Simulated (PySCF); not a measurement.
Selenium: a sound run and one with changed settings

Sound run: Se [Ar] 3d10 4s2 4p4, Se⁺ [Ar] 3d10 4s2 4p3. All numbers are calculated (PySCF 2.14, no relativity, point nucleus, in pcseg-2). In the sound run the correlated levels freeze [Ar] 3d10. The sound run starts from symmetry-adapted Hartree-Fock orbitals and uses a fine grid where one is needed.

Changed run: basis STO-3G. This setting is unsound on purpose.

```json
{"species": "Se", "method": "UHF", "sound run (hartree)": "-2399.84461", "changed run (hartree)": "-2373.52734", "converged": "yes"}
{"species": "Se", "method": "PBE0", "sound run (hartree)": "-2401.24672", "changed run (hartree)": "-2374.58096", "converged": "yes"}
{"species": "Se", "method": "PBE", "sound run (hartree)": "-2401.17542", "changed run (hartree)": "-2374.36358", "converged": "yes"}
{"species": "Se", "method": "MP2", "sound run (hartree)": "-2399.94380", "changed run (hartree)": "-2373.52734", "converged": "yes"}
{"species": "Se⁺", "method": "UHF", "sound run (hartree)": "-2399.52875", "changed run (hartree)": "-2373.29984", "converged": "yes"}
{"species": "Se⁺", "method": "PBE0", "sound run (hartree)": "-2400.89089", "changed run (hartree)": "-2374.30233", "converged": "yes"}
{"species": "Se⁺", "method": "PBE", "sound run (hartree)": "-2400.81931", "changed run (hartree)": "-2374.08611", "converged": "yes"}
{"species": "Se⁺", "method": "MP2", "sound run (hartree)": "-2399.60380", "changed run (hartree)": "-2373.29984", "converged": "yes"}
```

Ionisation energy of Se:

| method | sound run (eV) | changed run (eV) |
| --- | --- | --- |
| UHF | 8.595 | 6.191 |
| PBE0 | 9.683 | 7.582 |
| PBE | 9.690 | 7.551 |
| MP2 | 9.252 | 6.191 |
| SCS-MP2 | 9.315 | 6.191 |

A minimal basis cannot let orbitals breathe on ionisation and holds almost no correlation.

For comparison, NIST gives 9.752 eV between the lowest levels.
